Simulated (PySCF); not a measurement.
Coordinates in bohr (charge 1 multiplicity 1):
```
Hf    0.0000    0.0000    0.0000
I     0.0023    0.0000    4.9707
I     4.3036    0.0000   -2.4874
I    -4.3059    0.0000   -2.4834
```

Level of theory: PBE0/[Hf def2-SVP with ECP60, I def2-SVP with ECP28], scalar-relativistic core potentials, density fitting, no spin–orbit coupling, PySCF.

This geometry of HfI₃⁺ is a stationary point at this level.

Question: What is the point group?

Answer: D3h.

Question: Is it a minimum?

Answer: No: it has 1 imaginary mode, at 40i cm⁻¹ (a2'').

Question: Which band is strongest in the infrared?

Answer: 249 cm⁻¹ (e'), 71 km/mol.

Question: Give the atomic charges and bond orders.

Answer: 
```csv
atom,Mulliken,Löwdin,polar tensor,Mayer order to Hf1
Hf1,0.87,-0.32,1.89,–
"I2,3,4",0.04,0.44,-0.30,1.55
```

This need not be the most stable arrangement of these atoms. At this level a singlet minimum of C3v symmetry lies 16 kJ/mol below this structure. No spin–orbit coupling is included, which matters more the heavier the element.
